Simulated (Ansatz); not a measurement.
`CCCC(=O)CCC` + `[OH][AlH2]` → `CCC[O][AlH2]` + `CCCC=O`  (substitution at a C–C bond)

Isolated molecules relaxed with PBE0-D4/def2-TZVP in Ansatz; ΔE leaves out vibrations. CBS: MP2 limit from def2 TZ/QZ plus the TZ coupled-cluster correction, frozen cores. This one scheme is used for every species. Functionals use def2-TZVPP. HSE06 is defined as in plane-wave codes. One conformer a species, not always the lowest.

| level | ΔE (kJ/mol) |
| --- | --- |
| LDA (SPW92) | 74.5 |
| B97M-V | 71.1 |
| BHLYP-D4 | 67.3 |
| CAM-B3LYP-D4 | 67.6 |
| revPBE | 60.8 |
| PBE0 | 68.1 |
| HSE06 | 68.0 |
| CCSD(T)/def2-TZVPP | 74.5 |

What does CCSD(T)/CBS give? (An estimate is asked.)

Computed: +77.4 kJ/mol. The listed levels differ from it by -2.9, -6.3, -10.1, -9.8, -16.6, -9.3, -9.4, -2.9 kJ/mol.

Largest T1 diagnostic among the species: 0.012.

Leaving LDA and LC-ωPBE aside and taking each functional with its dispersion term where it has one, the values, not all of them listed here, spread over 10.1 kJ/mol, from BLYP-D4 to PBE-QIDH. LDA lies +9.2 kJ/mol from PBE without D4. At CCSD(T), def2-SVP lies −15.7 kJ/mol from the extrapolated value and def2-TZVPP −2.9 kJ/mol. The D4 term adds +7.6 kJ/mol with B3LYP and +4.8 kJ/mol with PBE0; it sums over pairs of atoms, weighted by their polarisabilities, and B3LYP, whose exchange is more repulsive, gets the larger term.

CCSD(T)/CBS has its own doubt, a few kJ/mol and more with outer-core shells, so smaller differences from it don't rank the levels.

B3LYP here is the variant with VWN-RPA as its local correlation; programs differ in this.
